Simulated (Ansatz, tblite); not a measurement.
Cost and result up the ladder for Sn(OH)4 (SnO4H4) (9 atoms). Charge 0, multiplicity 1. Geometry: r2SCAN-D4/def2-SVP.

```xyz
9

Sn    0.000    0.000    0.000
O    -1.288    1.323   -0.698
H    -2.150    1.205   -0.271
O     1.327   -0.264   -1.437
H     0.918   -0.103   -2.301
O    -1.078   -1.566    0.535
H    -0.624   -2.058    1.235
O     1.040    0.507    1.600
H     1.856    0.958    1.337
```

Ansatz on 4 threads of Arm Neoverse V2 on a shared host; xTB runs through tblite on one thread. Times are rough, summed over both states, and most runs start from the orbitals of an earlier one. No level here is sound enough to serve as a yardstick. The other state is a triplet.

In the def2 sets Sn takes a core potential; there is no spin–orbit coupling. The xTB rows come from tblite. HOMO above LUMO, or a gap near zero within one spin, warns that the state may not be the lowest or that an electron is smeared out.

xTB has no spin-polarisation term.

| level | functions | wall time |
| --- | --- | --- |
| GFN2-xTB | 29 | 0.007 s |
| GFN1-xTB | 33 | 0.009 s |
| PBE-D4/def2-TZVP (with forces) | 198 | 5.6 s |
| r2SCAN-D4/def2-TZVP | 198 | 12 s |

(1) Estimate what each level gives for the vertical triplet (eV).

Answers

(1) 
```json
{"level": "GFN2-xTB", "vertical triplet (eV)": "4.29", "remarks": "–"}
{"level": "GFN1-xTB", "vertical triplet (eV)": "4.24", "remarks": "–"}
{"level": "PBE-D4/def2-TZVP (with forces)", "vertical triplet (eV)": "4.39", "remarks": "gap within one spin near zero (triplet)"}
{"level": "r2SCAN-D4/def2-TZVP", "vertical triplet (eV)": "4.75", "remarks": "–"}
```
